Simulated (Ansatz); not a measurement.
Geometry optimisation, RKS PBE/def2-SVP in Ansatz 0.2.0.

Input file:

```yaml
crystal:
  periodic: [false, false, false]
  atoms:
    - { symbol: Zr, position_ang: [0.0, 0.0, 0.0] }
    - { symbol: F, position_ang: [0.0, 0.0, 1.98] }
    - { symbol: F, position_ang: [1.8671, 0.0, -0.6593] }
    - { symbol: Cl, position_ang: [-1.1869, 2.0563, -0.8392] }
    - { symbol: O, position_ang: [-0.975, -1.6891, -0.6893] }
    - { symbol: H, position_ang: [-1.4296, -2.1548, 0.0831] }
basis:
  gaussian: { orbitals: def2-SVP }
hamiltonian:
  xc: pbe
relax:
  f_tol: 0.02
  max_steps: 40
```

Run as:

```bash
$ ansatz run input.yaml --threads 1 --pin off --max-ram 2048MiB --backend cpu --events-out ev --progress --plain --runs-dir out
```

Problem. Where does it end, and by what steps?

Solution. The run converged. The force dipped under the threshold on the way, but the program's further checks kept it going. After 8 steps the energy has fallen by 0.644 eV; H6 moved furthest, 0.58 Å.

```
step  energy less start (eV)  largest force component (eV/Å)  accepted
   0                  0.0000                           2.110       yes
   1                 -0.4307                           1.246       yes
   2                 -0.5323                           0.571       yes
   3                 -0.5584                           0.371       yes
   4                 -0.6123                           0.112       yes
   5                 -0.6392                           0.122       yes
   6                 -0.6434                           0.018       yes
   7                 -0.6435                           0.115       yes
   8                 -0.6437                           0.006       yes
```

```xyz
6
Properties=species:S:1:pos:R:3
Zr -0.013 0.047 0.097
F 0.171 0.249 1.989
F 1.731 -0.089 -0.676
Cl -1.153 1.918 -0.808
O -0.984 -1.551 -0.270
H -1.476 -2.362 -0.456
```

Whether the end is a true minimum wasn't checked by a vibrational analysis.

Time of the run: 20 s on 1 thread of Intel(R) Xeon(R) 6975P-C (Granite Rapids), on a shared host, peak memory 0.17 GiB.
